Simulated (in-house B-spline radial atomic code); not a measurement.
Orbital energies and mean radii along the 21-electron series, configuration [Ar] 3d3. The effective charge is n√(-2ε), a non-relativistic measure. Computed with a B-spline radial code for spherical atoms: non-relativistic Hartree-Fock, average of the configuration, point nuclei.

This level leaves out relativity, spin-orbit splitting included, which matters for heavy ions.

| ion | Z | energy of 1s (Eh) | mean radius of 1s (bohr) | energy of 3s (Eh) | mean radius of 3s (bohr) | energy of 2p (Eh) | mean radius of 2p (bohr) | energy of 3d (Eh) | mean radius of 3d (bohr) | effective charge of 1s |
| --- | --- | --- | --- | --- | --- | --- | --- | --- | --- | --- |
| Ba35+ | 56 | -1386.24 | 0.027124 | -98.028 | 0.2854 | -257.59 | 0.098058 | -86.057 | 0.23956 | 52.654 |
| La36+ | 57 | -1439.14 | 0.026643 | -102.79 | 0.27947 | -269.05 | 0.096177 | -90.539 | 0.23414 | 53.65 |
| Ce37+ | 58 | -1493.04 | 0.026178 | -107.66 | 0.27378 | -280.75 | 0.094366 | -95.133 | 0.22896 | 54.645 |
| Pr38+ | 59 | -1547.94 | 0.02573 | -112.64 | 0.26832 | -292.7 | 0.092622 | -99.837 | 0.22401 | 55.641 |
| Nd39+ | 60 | ? | ? | ? | ? | ? | ? | ? | ? | ? |
| Pm40+ | 61 | -1660.74 | 0.024877 | -122.94 | 0.25803 | -317.36 | 0.08932 | -109.58 | 0.21474 | 57.632 |
| Sm41+ | 62 | ? | ? | ? | ? | ? | ? | ? | ? | ? |
| Eu42+ | 63 | ? | ? | ? | ? | ? | ? | ? | ? | ? |
| Gd43+ | 64 | -1837.45 | 0.023699 | -139.22 | 0.24399 | -356.23 | 0.084786 | -125.03 | 0.20219 | 60.621 |
| Tb44+ | 65 | -1898.35 | 0.023331 | -144.87 | 0.23965 | -369.68 | 0.083375 | -130.4 | 0.19833 | 61.617 |
| Dy45+ | 66 | -1960.25 | 0.022974 | -150.63 | 0.23546 | -383.39 | 0.08201 | -135.89 | 0.19462 | 62.614 |

Q: Fill in the row of Nd39+.

A: energy of 1s (Eh): -1603.84; mean radius of 1s (bohr): 0.025296; energy of 3s (Eh): -117.73; mean radius of 3s (bohr): 0.26307; energy of 2p (Eh): -304.91; mean radius of 2p (bohr): 0.090942; energy of 3d (Eh): -104.65; mean radius of 3d (bohr): 0.21928; effective charge of 1s: 56.636.

Q: Fill in the row of Sm41+.

A: energy of 1s (Eh): -1718.64; mean radius of 1s (bohr): 0.024472; energy of 3s (Eh): -128.25; mean radius of 3s (bohr): 0.25317; energy of 2p (Eh): -330.07; mean radius of 2p (bohr): 0.087756; energy of 3d (Eh): -114.62; mean radius of 3d (bohr): 0.21038; effective charge of 1s: 58.628.

Q: Fill in the row of Eu42+.

A: energy of 1s (Eh): -1777.54; mean radius of 1s (bohr): 0.024079; energy of 3s (Eh): -133.68; mean radius of 3s (bohr): 0.2485; energy of 2p (Eh): -343.02; mean radius of 2p (bohr): 0.086246; energy of 3d (Eh): -119.77; mean radius of 3d (bohr): 0.20621; effective charge of 1s: 59.625.

Q: How does the screening of 1s change?

A: Z less the effective charge goes from 3.35 at Z = 56 to 3.39 at Z = 66.
